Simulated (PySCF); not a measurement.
**Vertical ionisation of several complexes**

Computed with PySCF 2.14.0, PBE0, def2-SVP on the ligands and scalar-relativistic core potentials on the metal (def2; Stuttgart 1997 for actinides; CRENBL for Ra), no spin-orbit coupling, vacuum. One electron is taken off at the relaxed geometry; the lower of the one or two spin states computed is given. Charges are Mulliken's.

The compounds:

```json
{"compound": "[PbCl3(H2O)]−", "state": "singlet", "point group": "Cs", "M–first ligand (Å)": "2.580"}
{"compound": "[LuH4]−", "state": "singlet", "point group": "Td", "M–first ligand (Å)": "2.009"}
{"compound": "[Y(NH2)4]−", "state": "singlet", "point group": "S4", "M–first ligand (Å)": "2.230"}
{"compound": "[PbOF]−", "state": "singlet", "point group": "Cs", "M–first ligand (Å)": "1.975"}
{"compound": "[Bi(OH)4]−", "state": "singlet", "point group": "C2", "M–first ligand (Å)": "2.182"}
```

Question: Order them by vertical ionisation energy, lowest first.
A. [LuH4]−
B. [PbCl3(H2O)]−
C. [Bi(OH)4]−
D. [Y(NH2)4]−
E. [PbOF]−

Answer: E (2.27 eV), D (2.80 eV), C (3.76 eV), A (4.06 eV), B (4.81 eV).

Question: What are the other results?

Answer: 
```json
{"compound": "[PbCl3(H2O)]−", "ionisation energy (eV)": "4.81", "−ε(HOMO) (eV)": "2.90", "state after": "doublet", "change of charge on M (e)": "0.23", "spin on M after (e)": "0.14"}
{"compound": "[LuH4]−", "ionisation energy (eV)": "4.06", "−ε(HOMO) (eV)": "2.14", "state after": "doublet", "change of charge on M (e)": "0.19", "spin on M after (e)": "0.08"}
{"compound": "[Y(NH2)4]−", "ionisation energy (eV)": "2.80", "−ε(HOMO) (eV)": "1.15", "state after": "doublet", "change of charge on M (e)": "0.27", "spin on M after (e)": "-0.12"}
{"compound": "[PbOF]−", "ionisation energy (eV)": "2.27", "−ε(HOMO) (eV)": "0.53", "state after": "doublet", "change of charge on M (e)": "0.58", "spin on M after (e)": "-0.04"}
{"compound": "[Bi(OH)4]−", "ionisation energy (eV)": "3.76", "−ε(HOMO) (eV)": "1.73", "state after": "doublet", "change of charge on M (e)": "0.21", "spin on M after (e)": "0.03"}
```

One start shape was tried for each compound. Distances are means of the shortest metal–ligand contacts. Open shells may have lower solutions than those found. Not shown here to be minima: [PbCl3(H2O)]−.
